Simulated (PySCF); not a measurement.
**Working out the ionisation energy of Co⁺**

Co⁺ [Ar] 3d8 (3F) → Co²⁺ [Ar] 3d7 (4F). Computed with PySCF 2.14 in 6-31G* (5s4p2d1f, 34 functions), with the non-relativistic Hamiltonian (point nucleus). Frozen: [Ar]. Energies in hartree (1 hartree = 27.21139 eV):

| part | Co⁺ (lower) | Co²⁺ (upper) |
| --- | --- | --- |
| UHF | -1380.860532 | -1380.394499 |
| MP2 opposite-spin | -0.096541 | -0.053690 |
| MP2 same-spin | -0.058521 | -0.040234 |

Question: What does Hartree-Fock give?

Answer: (-1380.394499) − (-1380.860532) = 0.466033 hartree = 12.681 eV.

Question: What do MP2 and SCS-MP2 (6/5 opposite-spin, 1/3 same-spin) give?

Answer: The opposite-spin parts differ by 1.166 eV and the same-spin parts by 0.498 eV. MP2: 12.681 + (1.166) + (0.498) = 14.345 eV. SCS-MP2: 12.681 + 1.2 × (1.166) + (0.498)/3 = 14.246 eV.

Reference: 17.084 eV (measured; NIST Atomic Spectra Database, ionization energies), between the lowest levels; spin-orbit coupling is absent from the calculation.

The calculation is non-relativistic.

What remains against the reference includes basis incompleteness, the frozen core and correlation beyond second order.
